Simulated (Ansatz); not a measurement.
CH4BrClOSi, SMILES `C[Si](O)(Cl)Br`, 9 atoms. The species carries charge 0 and has multiplicity 1. Correlated methods include outer-core shells of Br, which these sets cover unevenly. Scalar relativity is left out up to krypton. All runs use 4 threads of a server CPU on a shared host. Correlated methods freeze the cores.

How many basis functions does each run have, and how long does it take in Ansatz? RKS ωB97M-V/def2-QZVPP energy; RKS ωB97X-V/def2-TZVPP energy; RHF-CCSD(T)/def2-SVP energy; RKS B97M-V/def2-TZVPP energy; RHF-MP2/def2-QZVPP energy; RKS ωB97M-V/def2-SVP energy; RKS BLYP-D4/def2-TZVPP energy; RKS PBE-D4/def2-TZVPP energy and forces; RKS PBE0-D4/def2-SVP energy; RKS PBE0-D4/def2-TZVP frequencies; RKS PBE0-D4/def2-QZVPP energy; RHF-CCSD(T)/def2-TZVPP energy. (Estimate.)

Ansatz gave: Other jobs shared the machine, so times are rough.

| level | job | functions | wall time | peak host memory (GiB) |
| --- | --- | --- | --- | --- |
| RKS PBE0-D4/def2-SVP | energy | 116 | 1.6 s | 0.29 |
| RKS BLYP-D4/def2-TZVPP | energy | 250 | 2.8 s | 0.39 |
| RKS PBE-D4/def2-TZVPP | energy and forces | 250 | 3.5 s | 0.39 |
| RKS ωB97M-V/def2-SVP | energy | 116 | 4.8 s | 0.42 |
| RHF-CCSD(T)/def2-SVP | energy | 116 | 8 s | 0.59 |
| RKS B97M-V/def2-TZVPP | energy | 250 | 9 s | 0.48 |
| RKS ωB97X-V/def2-TZVPP | energy | 250 | 10 s | 1.1 |
| RKS PBE0-D4/def2-QZVPP | energy | 463 | 11 s | 2.2 |
| RKS ωB97M-V/def2-QZVPP | energy | 463 | 22 s | 2.5 |
| RHF-MP2/def2-QZVPP | energy | 463 | 27 s | 2.9 |
| RHF-CCSD(T)/def2-TZVPP | energy | 250 | 2.7 min | 5.3 |
| RKS PBE0-D4/def2-TZVP | frequencies | 208 | 3.1 min | 0.73 |
